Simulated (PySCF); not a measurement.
How methods differ on the ionisation energy of Br

Br [Ar] 3d10 4s2 4p5 (2P) → Br+ [Ar] 3d10 4s2 4p4 (3P), as a difference of total energies. Computed with PySCF 2.14 in def2-SVP, with no relativity, point nucleus. Correlated levels: valence: [Ar] 3d10 frozen. The calculations carry no spin-orbit coupling.

```
           method  ionisation energy (eV)  difference from reference (eV)
              UHF                  10.804                          -1.040
             BP86                  11.960                          +0.116
           M06-2X                  11.768                          -0.076
    MP2 (valence)                  11.353                          -0.491
SCS-MP2 (valence)                  11.334                          -0.510
   CCSD (valence)                  11.309                          -0.535
CCSD(T) (valence)                  11.314                          -0.530
```

Reference: 11.844 eV (measured; NIST levels, between the centres of gravity of the two terms).

These non-relativistic numbers lack the scalar-relativistic shift.

Errors of the correlated levels include the incompleteness of this basis and the frozen core.
